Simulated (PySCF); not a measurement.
**Mayer bond orders and bond lengths**

Compound: C₆H₉O (charge -1).
Numbering: `[O-:1][C:2]1([CH:3]2[CH2:4][CH2:5]2)[CH2:6][CH2:7]1` (hydrogens: H8 on C3; H9, H10 on C4; H11, H12 on C5; H13, H14 on C6; H15, H16 on C7)

Geometry (GFN2-xTB, Å), atoms numbered from 1 in this order:
```xyz
16
C6H9O angstrom
O      1.445    0.096    2.058
C      0.882   -0.107    0.910
C     -0.659   -0.132    0.958
C     -1.585   -0.221   -0.218
C     -1.496    1.050    0.573
C      1.463    0.415   -0.414
C      1.457   -1.077   -0.147
H     -0.985   -0.656    1.853
H     -2.487   -0.818   -0.130
H     -1.172   -0.231   -1.216
H     -0.995    1.892    0.115
H     -2.339    1.335    1.192
H      0.828    0.790   -1.209
H      2.427    0.908   -0.375
H      0.794   -1.693   -0.746
H      2.415   -1.541    0.052
```

Bond orders from the PBE0/pcSseg-1 density (PySCF). The structure is a single GFN2-xTB conformer in the gas phase; no vibrational or solvent corrections. The pcSseg-1 basis has no diffuse functions, a weakness for an anion. The HOMO energy is positive at this level (+0.75 eV), so the outermost electrons may be held by the finite basis alone.

**Question.** How far do the computed orders between heavy atoms stray from the drawn ones?

**Answer.** The largest departure is 0.629, at O1–C2 (drawn single, 1.629). Drawn single, order above 1.12: O1–C2 (1.629). Drawn single, order below 0.88: C2–C6 (0.824) and C7–C2 (0.814). The SMILES, with its formal charges, is one Lewis structure only.

**Question.** Set the Mayer orders of the bonds beside their lengths.

**Answer.** 
```
  bond  drawn as  length (Å)  Mayer order
 O1–C2    single       1.294        1.629
 C2–C3    single       1.542        0.943
 C3–C4    single       1.500        0.919
 C4–C5    single       1.500        0.981
 C2–C6    single       1.537        0.824
 C6–C7    single       1.515        0.951
 C7–C2    single       1.546        0.814
 C5–C3    single       1.499        0.943
 C3–H8    single       1.087        0.951
 C4–H9    single       1.085        0.957
C4–H10    single       1.081        0.950
C5–H11    single       1.081        0.953
C5–H12    single       1.084        0.961
C6–H13    single       1.086        0.938
C6–H14    single       1.083        0.956
C7–H15    single       1.085        0.947
C7–H16    single       1.083        0.961
```

By pair of heavy elements: C–C: lowest C7–C2 (0.814, 1.546 Å), highest C4–C5 (0.981, 1.500 Å); in 3 of the 21 pairs the longer bond (by over 0.003 Å) has the higher order (by 0.02 or more).

**Question.** Sum the orders of all bonds at each heavy atom with more than one neighbour and set the sums beside the valence in the SMILES.

**Answer.** C2 4.210 (drawn 4), C3 3.756 (drawn 4), C4 3.807 (drawn 4), C5 3.838 (drawn 4), C6 3.669 (drawn 4), C7 3.673 (drawn 4). Orders between atoms that aren't bonded are not in these sums.

The Mayer order sums products of elements of PS (density times overlap matrix) between the two atoms' basis functions, so it depends on the basis set.

The run behind these numbers computed NMR shieldings as well. On Arm Neoverse V1, one thread (shared host), this took 20 s of wall time and 0.75 GiB of memory at its peak.
